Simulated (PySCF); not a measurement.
Geometry (Å), atoms numbered from 1 in this order:
```xyz
25

C     3.844    0.534    0.146
S     2.698   -0.812   -0.257
O     2.654   -1.702    0.956
C     1.168    0.187   -0.198
C    -0.020   -0.748   -0.319
C    -1.408   -0.110   -0.122
C    -2.451   -1.217   -0.295
C    -1.535    0.480    1.284
C    -1.656    0.981   -1.166
H     3.815    1.312   -0.631
H     4.847    0.088    0.195
H     3.569    0.937    1.131
H     1.221    0.930   -1.011
H     1.186    0.706    0.773
H     0.116   -1.549    0.428
H     0.008   -1.237   -1.309
H    -2.392   -1.665   -1.299
H    -3.471   -0.823   -0.160
H    -2.299   -2.021    0.442
H    -1.325   -0.280    2.053
H    -2.555    0.861    1.454
H    -0.843    1.321    1.444
H    -1.548    0.586   -2.189
H    -2.675    1.388   -1.071
H    -0.956    1.824   -1.053
```

Geometry: PBE0-D3(BJ)/def2-SVP; GIAO shifts from PySCF 2.14.0 with density-fitted response routines, gas phase, non-relativistic, averaged over equivalent atoms.

At PBE0/pcSseg-1 (240 basis functions, 80 s wall time on 1 thread of an x86-64 server CPU, shared host):
```csv
atoms,δ (ppm)
C4,56.0
C1,43.3
C5,38.6
C7/C8/C9,30.7
C6,30.2
S2,292.4
O3,54.9
H10/H11/H12,2.28
H14,2.13
H13,2.00
H15,1.79
H16,1.03
H17/H18/H19/H20/H21/H22/H23/H24/H25,0.96
```

δ = σ(ref) − σ, references computed at the same level: 13C (184.41 ppm) and 1H (31.27 ppm) vs TMS; 33S (495.66 ppm) vs CS2; 17O (334.56 ppm) against H2O.

**Question.** Estimate the result of repeating the calculation with KT2/pcSseg-1.

**Answer.** 
```
                              atoms  δ at KT2/pcSseg-1  change
                                 C4               57.1    +1.1
                                 C1               43.3    +0.0
                                 C5               40.1    +1.5
                           C7/C8/C9               30.7    +0.0
                                 C6               33.3    +3.1
                                 S2              303.1   +10.7
                                 O3               78.0   +23.1
                        H10/H11/H12               2.24   -0.04
                                H14               2.04   -0.09
                                H13               2.24   +0.24
                                H15               1.82   +0.03
                                H16               1.07   +0.04
H17/H18/H19/H20/H21/H22/H23/H24/H25               1.01   +0.05
```

δ = σ(ref) − σ, references computed at the same level: TMS for 13C (σref 183.22) and 1H (σref 31.18); 33S (σref 518.69) vs CS2; 17O (σref 330.66) vs H2O.

The largest change is at O3 (S=O oxygen). Cost: 240 basis functions, 110 s wall time on 1 thread of an x86-64 server CPU, shared host. The order of the carbon signals changes between the two levels.

Experimental scales use liquid or dissolved standards, which lie at an offset from isolated H2O (liquid H2O: subtract about 36 ppm).
